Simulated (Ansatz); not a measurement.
In2O4H2. Charge 0, multiplicity 1. Geometry relaxed at B3LYP-D4/def2-SVP.

```
atom    x (Å)    y (Å)    z (Å)
 In1  -0.7613  -0.1939  -1.2616
 In2   0.6258  -0.2508   1.3229
  O3   0.3685   1.1271  -0.1731
  O4  -1.7048  -0.1393  -3.0129
  O5  -0.4972  -1.5641   0.2309
  O6   1.5611  -0.2829   3.0791
  H7   1.9888   0.5728   3.2366
  H8  -1.5809   0.7310  -3.4220
```

In the def2 sets In takes a core potential; there is no spin–orbit coupling. The structure comes from a short search, and lower isomers may exist.

Task: Estimate the harmonic wavenumbers at RKS B3LYP-D4/def2-SVP (Ansatz, unscaled). Is this a minimum?

Result: 63, 81, 96, 103, 204, 211, 241, 250, 483, 544, 554, 567, 621, 638, 871, 878, 3802, 3803 cm⁻¹. Yes, no mode is imaginary beyond noise. Zero-point energy 83.8 kJ/mol. It took 3.6 min on 4 threads of Intel Xeon on a shared host.
